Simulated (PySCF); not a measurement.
## A survey of 15N NMR shifts

One computed conformer, relativity neglected, no solvent, averaged over atoms made equivalent by symmetry, fast rotation or ring inversion. Shielding tensors at PBE0/pcSseg-1 (GIAO); structure optimised with GFN2-xTB; PySCF.

Shieldings were converted by a linear fit to measured shifts: 15N: δ = -148.07 − 0.921σ (rms 6.3 ppm, 71 shifts vs CH3NO2, solution or neat liquid). Occasional misses reach two or three times the rms, and more in compound classes unlike the fitted ones.

Give the 15N shifts of `CCC1=NN(C)C[C@@H]1C`, `C=CCNN1CCCC1`, `CCCN1C[C@H](C)C=N1`, `COCC[C@@]1(C#N)O[C@@H]1F`.

Answers


```json
{"compound": "[CH3:1][CH2:2][C:3]1=[N:4][N:5]([CH3:6])[CH2:7][C@@H:8]1[CH3:9]", "environment": "N4: imine nitrogen", "δ (ppm)": "-40.0"}
{"compound": "[CH3:1][CH2:2][C:3]1=[N:4][N:5]([CH3:6])[CH2:7][C@@H:8]1[CH3:9]", "environment": "N5: nitrogen bonded to O or N", "δ (ppm)": "-267.4"}
{"compound": "[CH2:1]=[CH:2][CH2:3][NH:4][N:5]1[CH2:6][CH2:7][CH2:8][CH2:9]1", "environment": "N4: nitrogen bonded to O or N", "δ (ppm)": "-260.3"}
{"compound": "[CH2:1]=[CH:2][CH2:3][NH:4][N:5]1[CH2:6][CH2:7][CH2:8][CH2:9]1", "environment": "N5: nitrogen bonded to O or N", "δ (ppm)": "-300.5"}
{"compound": "[CH3:1][CH2:2][CH2:3][N:4]1[CH2:5][C@H:6]([CH3:7])[CH:8]=[N:9]1", "environment": "N9: imine nitrogen", "δ (ppm)": "-30.9"}
{"compound": "[CH3:1][CH2:2][CH2:3][N:4]1[CH2:5][C@H:6]([CH3:7])[CH:8]=[N:9]1", "environment": "N4: nitrogen bonded to O or N", "δ (ppm)": "-259.8"}
{"compound": "COCC[C@@]1(C#N)O[C@@H]1F", "environment": "nitrile nitrogen", "δ (ppm)": "-107.9"}
```
